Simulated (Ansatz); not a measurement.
CH₉BOSi₂ (`C[SiH2]OB[SiH3]`), 14 atoms. Charge 0, multiplicity 1. All runs use 4 threads of an Arm Neoverse V2 on a shared host. Correlated methods freeze the cores.

**Question.** Give the basis size and wall time and peak host memory of each of these runs in Ansatz. RKS SPW92 (LDA)/def2-TZVPP energy; RKS ωB97M-V/def2-QZVPP energy; RHF-MP2/def2-QZVPP energy; RHF-CCSD(T)/def2-SVP energy; RKS PBE0-D4/def2-QZVPP energy; RHF-CCSD(T)/def2-TZVPP energy; RKS r2SCANh-D4/def2-TZVPP energy; RKS PBE0-D4/def2-TZVP relaxation (16 steps); RKS PBE0-D4/def2-SVP energy; RKS ωB97X-V/def2-TZVPP energy; direct RPA on PBE orbitals/def2-TZVPP energy; RKS ωB97M-V/def2-SVP energy. (Best estimate.)

**Answer.** The calculation gave: Other jobs shared the machine, so times are rough.

```json
{"level": "RKS PBE0-D4/def2-SVP", "job": "energy", "functions": "123", "wall time": "1.1 s", "peak host memory (GiB)": "0.3"}
{"level": "RKS SPW92 (LDA)/def2-TZVPP", "job": "energy", "functions": "303", "wall time": "1.4 s", "peak host memory (GiB)": "0.44"}
{"level": "RKS ωB97M-V/def2-SVP", "job": "energy", "functions": "123", "wall time": "4.6 s", "peak host memory (GiB)": "0.42"}
{"level": "RKS r2SCANh-D4/def2-TZVPP", "job": "energy", "functions": "303", "wall time": "5.5 s", "peak host memory (GiB)": "0.9"}
{"level": "direct RPA on PBE orbitals/def2-TZVPP", "job": "energy", "functions": "303", "wall time": "6 s", "peak host memory (GiB)": "0.81"}
{"level": "RHF-CCSD(T)/def2-SVP", "job": "energy", "functions": "123", "wall time": "6 s", "peak host memory (GiB)": "0.67"}
{"level": "RKS ωB97X-V/def2-TZVPP", "job": "energy", "functions": "303", "wall time": "8.5 s", "peak host memory (GiB)": "1.1"}
{"level": "RKS PBE0-D4/def2-QZVPP", "job": "energy", "functions": "581", "wall time": "9.5 s", "peak host memory (GiB)": "2.5"}
{"level": "RKS ωB97M-V/def2-QZVPP", "job": "energy", "functions": "581", "wall time": "22 s", "peak host memory (GiB)": "2.8"}
{"level": "RHF-MP2/def2-QZVPP", "job": "energy", "functions": "581", "wall time": "26 s", "peak host memory (GiB)": "4.4"}
{"level": "RKS PBE0-D4/def2-TZVP", "job": "relaxation (16 steps)", "functions": "221", "wall time": "52 s", "peak host memory (GiB)": "0.63"}
{"level": "RHF-CCSD(T)/def2-TZVPP", "job": "energy", "functions": "303", "wall time": "10 min", "peak host memory (GiB)": "3.8"}
```
